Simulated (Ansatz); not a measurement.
`[F][GaH][SeH]`, 5 atoms. The species carries charge 0 and has multiplicity 1. Correlated methods include outer-core shells of Ga, Se, which these sets cover unevenly. Scalar relativity is left out up to krypton. Hardware: A = 2 threads of a server CPU on a shared host; B = 2 threads of an AMD EPYC 7R13 on a shared host and a share of an NVIDIA H100 80 GB. Correlated methods freeze the cores. Open-shell runs search over several starts.

**Question.** How many basis functions does each run have, and how long does it take in Ansatz? RKS PBE0-D4/def2-TZVP frequencies [A]; RKS PBE0-D4/def2-SVP energy [A]; UKS B3LYP-D4/def2-TZVPP energy of the cation [A]; UKS r2SCAN-D4/def2-TZVPP energy of the cation [A]; UKS PBE-D4/def2-TZVPP energy of the cation [A]; RKS PBE0-D4/def2-TZVP relaxation (5 steps) [A]; UHF-CCSD(T)/def2-TZVPP energy of the cation [B]; RKS PBE-QIDH (frozen core)/def2-TZVPP energy [A]; RKS ωB97X-V/def2-TZVPP energy [A]; UKS B2PLYP (frozen core)/def2-TZVPP energy of the cation [A]; RKS HSE06 (plane-wave form)-D4/def2-TZVPP energy [A]; RHF-CCSD(T)/def2-TZVPP energy [B]. (An estimate is asked.)

**Answer.** Computed: Other jobs shared the machine, so times are rough.

```json
{"level": "RKS PBE0-D4/def2-SVP", "job": "energy [A]", "functions": "88", "wall time": "1.2 s", "peak host memory (GiB)": "0.21"}
{"level": "RKS HSE06 (plane-wave form)-D4/def2-TZVPP", "job": "energy [A]", "functions": "155", "wall time": "2.3 s", "peak host memory (GiB)": "0.43"}
{"level": "RKS PBE-QIDH (frozen core)/def2-TZVPP", "job": "energy [A]", "functions": "155", "wall time": "3.6 s", "peak host memory (GiB)": "0.34"}
{"level": "RKS ωB97X-V/def2-TZVPP", "job": "energy [A]", "functions": "155", "wall time": "4.9 s", "peak host memory (GiB)": "0.51"}
{"level": "UHF-CCSD(T)/def2-TZVPP", "job": "energy of the cation [B]", "functions": "155", "wall time": "5.5 s", "peak host memory (GiB)": "0.82"}
{"level": "UKS B3LYP-D4/def2-TZVPP", "job": "energy of the cation [A]", "functions": "155", "wall time": "6.5 s", "peak host memory (GiB)": "0.57"}
{"level": "UKS PBE-D4/def2-TZVPP", "job": "energy of the cation [A]", "functions": "155", "wall time": "6.5 s", "peak host memory (GiB)": "0.31"}
{"level": "RHF-CCSD(T)/def2-TZVPP", "job": "energy [B]", "functions": "155", "wall time": "9 s", "peak host memory (GiB)": "0.79"}
{"level": "UKS B2PLYP (frozen core)/def2-TZVPP", "job": "energy of the cation [A]", "functions": "155", "wall time": "12 s", "peak host memory (GiB)": "0.71"}
{"level": "UKS r2SCAN-D4/def2-TZVPP", "job": "energy of the cation [A]", "functions": "155", "wall time": "13 s", "peak host memory (GiB)": "0.34"}
{"level": "RKS PBE0-D4/def2-TZVP", "job": "relaxation (5 steps) [A]", "functions": "139", "wall time": "19 s", "peak host memory (GiB)": "0.39"}
{"level": "RKS PBE0-D4/def2-TZVP", "job": "frequencies [A]", "functions": "139", "wall time": "61 s", "peak host memory (GiB)": "0.39"}
```

B3LYP here is the variant with VWN-RPA as its local correlation; programs differ in this.
